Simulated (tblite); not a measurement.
Species: ClH₈NSi₃.
Atom-mapped SMILES: `[SiH3:1][N:2]([SiH3:3])[SiH2:4][Cl:5]` (hydrogens: H6, H7, H8 on Si1; H9, H10, H11 on Si3; H12, H13 on Si4)

Computed with GFN2-xTB (tblite), gas phase: Langevin dynamics at 300 K from the optimised GFN2-xTB geometry, time step 0.5 fs, friction 0.01 fs⁻¹, 2000 steps.

Start geometry:
```
atom  x, y, z in Å
Si1     1.582   -0.794   -0.104
N2      0.009   -0.029   -0.120
Si3    -1.399   -0.972    0.328
Si4    -0.085    1.702   -0.178
Cl5    -1.669    2.263   -1.263
H6      1.399   -2.175   -0.537
H7      2.136   -0.738    1.253
H8      2.439   -0.057   -1.031
H9     -1.193   -2.312   -0.214
H10    -2.581   -0.346   -0.254
H11    -1.502   -1.004    1.791
H12     1.106    2.201   -0.852
H13    -0.246    2.262    1.163
```

The statistics below take the 31 frames saved every 25 fs from 250 to 1000 fs; their kinetic temperature (all 3N coordinates) averages 307 K.

**Question.** Give the mean, spread and extremes of the bond lengths.

**Answer.** 
```csv
bond,start (Å),mean (Å),standard deviation (Å),shortest (Å),longest (Å)
Si1–N2,1.749,1.759,0.043,1.703,1.852
N2–Si3,1.753,1.761,0.033,1.696,1.815
N2–Si4,1.734,1.742,0.033,1.692,1.831
Si4–Cl5,2.001,2.018,0.041,1.942,2.122
Si1–H6,1.459,1.466,0.039,1.413,1.540
Si1–H7,1.466,1.475,0.040,1.397,1.547
Si1–H8,1.461,1.474,0.042,1.392,1.568
Si3–H9,1.460,1.466,0.033,1.396,1.526
Si3–H10,1.458,1.474,0.038,1.412,1.547
Si3–H11,1.467,1.467,0.038,1.397,1.540
Si4–H12,1.456,1.465,0.044,1.380,1.553
Si4–H13,1.462,1.469,0.047,1.387,1.604
```

**Question.** Give the same statistics for bond angles, one of each kind.

**Answer.** 
```json
{"angle": "N2–Si1–H6", "start (°)": "107.3", "mean (°)": "108.5", "standard deviation (°)": "5.8", "smallest (°)": "97.6", "largest (°)": "120.7"}
{"angle": "N2–Si1–H7", "start (°)": "109.4", "mean (°)": "107.8", "standard deviation (°)": "4.1", "smallest (°)": "96.8", "largest (°)": "116.3"}
{"angle": "H6–Si1–H7", "start (°)": "111.0", "mean (°)": "110.4", "standard deviation (°)": "3.8", "smallest (°)": "104.3", "largest (°)": "117.4"}
{"angle": "H7–Si1–H8", "start (°)": "110.3", "mean (°)": "111.1", "standard deviation (°)": "4.2", "smallest (°)": "101.3", "largest (°)": "118.3"}
{"angle": "Si1–N2–Si3", "start (°)": "119.0", "mean (°)": "118.8", "standard deviation (°)": "5.4", "smallest (°)": "105.8", "largest (°)": "126.7"}
{"angle": "Si1–N2–Si4", "start (°)": "119.0", "mean (°)": "120.8", "standard deviation (°)": "4.1", "smallest (°)": "114.7", "largest (°)": "129.7"}
{"angle": "N2–Si4–Cl5", "start (°)": "109.9", "mean (°)": "110.4", "standard deviation (°)": "6.4", "smallest (°)": "94.8", "largest (°)": "123.3"}
{"angle": "N2–Si4–H12", "start (°)": "108.3", "mean (°)": "108.8", "standard deviation (°)": "4.6", "smallest (°)": "100.4", "largest (°)": "117.7"}
{"angle": "N2–Si4–H13", "start (°)": "111.0", "mean (°)": "110.2", "standard deviation (°)": "3.8", "smallest (°)": "102.2", "largest (°)": "116.6"}
{"angle": "Cl5–Si4–H12", "start (°)": "107.5", "mean (°)": "107.5", "standard deviation (°)": "5.1", "smallest (°)": "97.8", "largest (°)": "118.2"}
{"angle": "H12–Si4–H13", "start (°)": "112.6", "mean (°)": "112.4", "standard deviation (°)": "6.2", "smallest (°)": "97.8", "largest (°)": "125.0"}
```

**Question.** How far does each atom move about its mean position (frames aligned on the start, all atoms weighted alike), and what rms force does it feel?

**Answer.** 
```
atom  rms displacement (Å)  rms force (eV/Å)
 Si1                  0.13              1.40
  N2                  0.18              1.57
 Si3                  0.26              1.37
 Si4                  0.14              1.51
 Cl5                  0.53              0.63
  H6                  1.36              0.69
  H7                  1.39              0.74
  H8                  1.22              0.74
  H9                  0.73              0.67
 H10                  0.75              0.67
 H11                  0.99              0.77
 H12                  0.23              0.83
 H13                  0.43              0.77
```

The displacements run from 0.13 to 1.39 Å, the largest at H7.

**Question.** How widely does the potential energy scatter, against a harmonic estimate?

**Answer.** Mean 0.39 eV above the start, standard deviation 0.097 eV, range 0.17 to 0.65 eV. For 33 classical harmonic modes at 300 K the canonical values are 33kT/2 = 0.43 eV and kT·√(33/2) = 0.105 eV.

The run is classical and short, so these are rough statistics of one trajectory.

The cost below is that of the whole dynamics run. The run took about 50 s of CPU time (one thread, shared machine).
